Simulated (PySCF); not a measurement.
**Magnetisability: SMILES C=C1C=C(C#N)/C1=C\Br, C₇H₄BrN**

Geometry (Å), atoms numbered from 1 in this order:
```xyz
13

C     2.0566   -0.2324    1.0304
C     0.9080   -0.3765    0.3897
C     0.1785   -1.4735   -0.2546
C    -0.8603   -0.6612   -0.6109
C    -2.0656   -0.8416   -1.2908
N    -3.0570   -0.9887   -1.8507
C    -0.2218    0.5240    0.0059
C    -0.4987    1.8074    0.1621
Br   -2.0826    2.6186   -0.4829
H     2.7185   -1.0677    1.1824
H     2.3697    0.7200    1.4210
H     0.3868   -2.5169   -0.3913
H     0.1634    2.4890    0.6720
```

Computed, not measured: PySCF 2.14.0, GIAO B97-2/pcSseg-1 magnetisability, rotational g tensor and spin-rotation constants, non-relativistic, gas phase. Geometry: GFN2-xTB.

The calculation is non-relativistic, which matters for the atoms heavier than Zn.

**Question.** How diamagnetic is it, and how anisotropic?

**Answer.** Isotropic -1327 × 10⁻³⁰ J/T², or -79.9 × 10⁻⁶ cm³/mol; principal values -1498, -1340, -1144 × 10⁻³⁰ J/T², anisotropy 306 × 10⁻³⁰ J/T² (root of half the summed squared differences of the principal values). The susceptibility is in cgs units.

**Question.** Split it along the inertial axes a, b, c into diamagnetic and paramagnetic parts about the centre of mass, with the quadrupole moment.

**Answer.** 
```tsv
axis	χ (10⁻⁶ cm³/mol)	diamagnetic (10⁻⁶ cm³/mol)	paramagnetic (10⁻⁶ cm³/mol)	summed x² of all electrons (Å²)	quadrupole Θ (D Å)
a	-75.6	-808.5	733.0	330.0	+15.80
b	-74.0	-1459.0	1385.0	176.7	-10.02
c	-90.2	-2149.7	2059.5	13.9	-5.78
```
Anisotropies 2χaa − χbb − χcc = +13.1 and 2χbb − χaa − χcc = +17.7 × 10⁻⁶ cm³/mol. Θ is traceless in Buckingham's convention.

**Question.** And the rotational g tensor?

**Answer.** 
| axis | rotational constant (GHz) | g | nuclear part | electronic part |
| --- | --- | --- | --- | --- |
| a | 1.6437 | -0.0346 | 0.5314 | -0.5660 |
| b | 0.8014 | -0.0117 | 0.5097 | -0.5214 |
| c | 0.5387 | -0.0044 | 0.5168 | -0.5213 |

Asymmetric top; isotopes 79Br, 12C, 1H, 14N; no vibrational averaging.
